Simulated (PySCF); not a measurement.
Species: C6H11N.
Cartesian coordinates in Å at the GFN2-xTB level; atoms count from 1:
```xyz
18
C6H11N angstrom
C      2.9129    0.3319   -0.3675
C      1.8836   -0.4600   -0.5988
C      0.7964   -0.7466    0.3881
N     -0.4918   -0.4948   -0.2133
C     -1.6889   -0.7165    0.5987
C     -2.2845    0.5828    0.0454
C     -0.8732    0.8967   -0.4633
H      3.0456    0.8294    0.5801
H      3.6729    0.5112   -1.1084
H      1.7582   -0.9457   -1.5563
H      0.9535   -0.1502    1.3072
H      0.8232   -1.8084    0.6610
H     -1.5038   -0.6775    1.6801
H     -2.2052   -1.6471    0.3562
H     -2.6984    1.2728    0.7759
H     -3.0013    0.4196   -0.7545
H     -0.3368    1.6182    0.1669
H     -0.7711    1.1906   -1.5093
```

The closed-shell SCF was solved with PySCF and density fitting under several settings on one GFN2-xTB geometry (grid level 2 and gas phase unless stated).

| settings | basis functions | SCF cycles | E (Eh) | HOMO (eV) | LUMO (eV) | dipole (D) |
| --- | --- | --- | --- | --- | --- | --- |
| wB97X-D/6-31G, IEF-PCM tetrahydrofuran, level shift 0.2 Eh, start guess vsap | 85 | 12 | -289.7645 | -7.73 | 2.66 | 1.41 |
| PBE0/pcseg-1, fitting basis def2-universal-jkfit | 153 | 10 | -289.5328 | -6.20 | 0.39 | 0.95 |

Problem. Estimate the row for these settings: WP04/MINI, energy threshold 1e-11 Eh.

Solution. 
```tsv
settings	basis functions	SCF cycles	E (Eh)	HOMO (eV)	LUMO (eV)	dipole (D)
WP04/MINI, energy threshold 1e-11 Eh	46	11	-294.6711	-8.90	-4.05	1.05
```

Problem. Over all rows, what range does the HOMO–LUMO gap span?

Solution. From 4.85 eV (WP04/MINI, energy threshold 1e-11 Eh) to 10.39 eV (wB97X-D/6-31G, IEF-PCM tetrahydrofuran, level shift 0.2 Eh, start guess vsap). The functional of the narrowest has 12 % exact exchange, that of the widest range-separated exact exchange.

Problem. And the dipole moment?

Solution. From 0.95 D (PBE0/pcseg-1, fitting basis def2-universal-jkfit) to 1.41 D (wB97X-D/6-31G, IEF-PCM tetrahydrofuran, level shift 0.2 Eh, start guess vsap); the largest is 1.48 times the smallest, and the median is 1.05 D.

Whole jobs, the steps after the SCF included, on Arm Neoverse V2, one thread, no GPU, shared host:

```
                                                                    settings                                                            work after the SCF  wall time  peak memory
wB97X-D/6-31G, IEF-PCM tetrahydrofuran, level shift 0.2 Eh, start guess vsap  spin–spin couplings from 18 perturbed nuclei, spin–dipole term for 1 of them       18 s     0.77 GiB
                            PBE0/pcseg-1, fitting basis def2-universal-jkfit            12 singlets by full TDDFT, 2 Tamm–Dancoff triplets, polarisability       25 s     0.84 GiB
                                        WP04/MINI, energy threshold 1e-11 Eh                                            shieldings, ring-centre shieldings      4.5 s     0.43 GiB
```

wB97X-D ran without the empirical dispersion term, which would shift the total energy alone. WP04 was designed for NMR shieldings or shifts; total energies of different functionals aren't comparable. Geometry: GFN2-xTB, one conformer.
